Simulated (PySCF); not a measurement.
# Broadened absorption spectrum of C4H3OP3

Species: C4H3OP3.
Cartesian coordinates in Å at the GFN2-xTB level; atoms count from 1:
```
atom  x, y, z in Å
O1     3.0589    0.7917   -0.1225
C2     2.3517   -0.1861   -0.0402
C3     0.8992   -0.1082   -0.0138
P4     0.0708   -1.6421    0.1081
C5    -1.6110   -1.2532    0.1182
P6    -2.5226    0.2182    0.0360
C7    -1.3479    1.4864   -0.0751
P8     0.3788    1.5689   -0.1156
H9     2.7799   -1.2057    0.0194
H10   -2.2415   -2.1367    0.1925
H11   -1.8109    2.4694   -0.1330
```

Method: TDDFT PBE0/def2-SVPD, vertical, gas phase, core orbitals frozen in the response in PySCF.

Computed states:

| state | E (eV) | f |
| --- | --- | --- |
| S1 | 2.73 | 0.0028 |
| S2 | 3.21 | 0.0003 |
| S3 | 3.33 | 0.0082 |
| S4 | 3.47 | 0.0008 |
| S5 | 3.63 | 0.0071 |
| S6 | 3.77 | 0.0072 |
| S7 | 3.99 | 0.0008 |
| S8 | 4.02 | 0.104 |

Broadening: Gaussians 0.3 eV wide at half height, area fixed by f = 4.319×10⁻⁹ ∫ε dν̃. The width is an assumption, not a result. The curve ends short of the highest state used, and states not computed would add to its high-energy end.

Problem. What does the envelope look like, and where are its maxima?

Solution. 
```
λ (nm)  ε (L mol⁻¹ cm⁻¹)
 362.3               819
 365.5               837
 368.8               845
 372.1               833
 375.4               793
 378.7               728
 382.0               641
 385.3               543
 388.5               446
 391.8               351
 395.1               267
 398.4               197
 401.7               143
 405.0               104
 408.3                78
 411.6                64
 414.8                60
 418.1                65
 421.4                76
 424.7                93
 428.0               114
 431.3               138
 434.6               164
 437.8               188
 441.1               210
 444.4               229
 447.7               243
 451.0               251
 454.3               252
 457.6               248
 460.9               239
 464.1               225
 467.4               207
 470.7               187
 474.0               165
 477.3               143
 480.6               122
 483.9               103
 487.2                85
 490.4                69
 493.7                55
 497.0                44
 500.3                34
 503.6                26
 506.9                20
 510.2                15
 513.4                11
 516.7                 8
 520.0                 6
 523.3                 4
 526.6                 3
 529.9                 2
 533.2                 2
 536.5                 1
 539.7                 1
 543.0                 0
```

Maxima: 454 nm (2.73 eV), ε about 250, made up of S1 (100%); 369 nm (3.36 eV), ε about 850, made up of S3 (84%) (ε in L mol⁻¹ cm⁻¹; maxima over ε = 5, shares over 10%).

Problem. Does any computed singlet lie in the visible range?

Solution. 2 computed singlets (S1 to S2) lie in the visible range (380 to 750 nm), the largest f among them at 454 nm, f = 0.0028; light of that wavelength is blue, and its complementary colour is yellow; a Tamm–Dancoff triplet lies at 539 nm, without intensity as long as spin–orbit coupling is left out.

Problem. On this curve, what absorbance would a 10⁻⁴ mol/L sample give at 405 nm over a 1 cm path?

Solution. 405 nm is 3.061 eV, where ε is about 100 L mol⁻¹ cm⁻¹, so A = ε c l ≈ 0.01 (Beer–Lambert, with the gas-phase spectrum and the assumed width).

Problem. Coming from long wavelengths, where does ε first pass 100 L mol⁻¹ cm⁻¹?

Solution. At about 484 nm (2.56 eV), 0.17 eV below S1.

Hardware: an Intel Xeon Platinum 8259CL at 2.50 GHz with one thread, no GPU, shared host. Cost: 48 s of wall time, 0.75 GiB resident at most.

One conformer stands for the species.
